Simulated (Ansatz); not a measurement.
Two isomers of CH5FOSi2: A = `O=C[SiH](F)[SiH3]`, B = `OC1(F)[SiH2][SiH2]1`.

Isolated molecules relaxed with PBE0-D4/def2-TZVP in Ansatz; ΔE leaves out vibrations. CCSD(T)/CBS adds triple-zeta CCSD(T) − MP2 to the extrapolated MP2 energy (def2 sets, frozen cores). Functionals use def2-TZVPP. B3LYP here is the variant with VWN-RPA as its local correlation; programs differ in this. One conformer a species, not always the lowest.

A:

Z-matrix (Å, degrees):
```
Si
C 1 1.921
Si 1 2.344 2 109.4
F 1 1.607 2 108.6 3 -121.1
H 1 1.486 2 107.0 3 122.4
O 2 1.206 1 119.0 3 -57.5
H 2 1.116 1 121.0 3 122.0
H 3 1.485 1 108.5 2 61.8
H 3 1.486 1 109.8 2 -178.3
H 3 1.486 1 109.5 2 -58.1
```

B:

Z-matrix (Å, degrees):
```
C
F 1 1.384
Si 1 1.922 2 116.9
O 1 1.374 2 111.7 3 -135.4
Si 1 1.936 2 116.6 3 82.9
H 3 1.481 1 117.2 2 -135.5
H 3 1.481 1 115.1 2 4.0
H 4 0.964 1 109.3 2 -76.2
H 5 1.484 1 114.9 2 135.2
H 5 1.483 1 117.4 2 -3.0
```

Question: Which is lower in electronic energy at CCSD(T)/CBS, and by how much? (An estimate is asked.)

Answer: The calculation gave: A, by 65.2 kcal/mol.

Question: Give E(B) − E(A) in kcal/mol with MP2/def2-TZVPP, CCSD/def2-TZVPP, HF/def2-TZVPP, B3LYP-D4, PBE0-D4, r2SCAN-D4, CCSD(T)/def2-TZVPP. (An estimate is asked.)

Answer: The calculation gave: MP2/def2-TZVPP 66.5, CCSD/def2-TZVPP 67.3, HF/def2-TZVPP 76.8, B3LYP-D4 65.4, PBE0-D4 58.5, r2SCAN-D4 60.7, CCSD(T)/def2-TZVPP 65.9. None reverses the order clearly.

Largest T1 diagnostic: 0.015.

From PBE to PBE0 (25 % exact exchange), in def2-TZVPP and without D4, E(B) − E(A) moves by +1.4 kcal/mol. The D4 term adds −0.7 kcal/mol with B3LYP and −0.3 kcal/mol with PBE0; it sums over pairs of atoms, weighted by their polarisabilities, and B3LYP, whose exchange is more repulsive, gets the larger term.
